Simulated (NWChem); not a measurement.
# C$_{2}$H$_{6}$AlCl; SMILES [CH3][Al]([CH3])[Cl]

All runs: NWChem. Medium grid unless said otherwise, to which SCAN and Minnesota functionals are sensitive. The geometry was optimised at B3LYP/6-31G* (spherical d). B3LYP is NWChem's, with the RPA form of VWN correlation. Total energies of different functionals are on different scales.

```json
[
 {"level": "B3LYP/def2-SVP", "energy (Ha)": "-782.2992", "highest occupied level (eV)": "-7.56", "orbital gap (eV)": "6.75", "dipole (D)": "2.02", "relative time": "2"},
 {"level": "PBE/def2-SVP", "energy (Ha)": "-781.8100", "highest occupied level (eV)": "-6.51", "orbital gap (eV)": "5.13", "dipole (D)": "2.00", "relative time": "1"},
 {"level": "M06-L/def2-SVP", "energy (Ha)": "-782.2509", "highest occupied level (eV)": "-6.80", "orbital gap (eV)": "5.87", "dipole (D)": "2.21", "relative time": "2"},
 {"level": "LC-wPBE (HJS exchange hole, range parameter 0.4 per bohr)/def2-SVP", "energy (Ha)": "-781.9599", "highest occupied level (eV)": "-10.63", "orbital gap (eV)": "12.05", "dipole (D)": "2.23", "relative time": "4"},
 {"level": "HCTH/407/def2-SVP", "energy (Ha)": "-782.3556", "highest occupied level (eV)": "-6.72", "orbital gap (eV)": "5.30", "dipole (D)": "2.06", "relative time": "2"},
 {"level": "r2SCAN0/def2-SVP", "energy (Ha)": "-782.1433", "highest occupied level (eV)": "-8.06", "orbital gap (eV)": "7.61", "dipole (D)": "2.18", "relative time": "2"},
 {"level": "B97-D/def2-SVP", "energy (Ha)": "-782.2196", "highest occupied level (eV)": "-6.51", "orbital gap (eV)": "5.25", "dipole (D)": "2.03", "relative time": "1"},
 {"level": "Hartree-Fock/def2-SVP", "energy (Ha)": "-780.4616", "highest occupied level (eV)": "-10.95", "orbital gap (eV)": "13.19", "dipole (D)": "2.24", "relative time": "1"}
]
```

The last column is a rough cost ratio, cheapest run = 1.
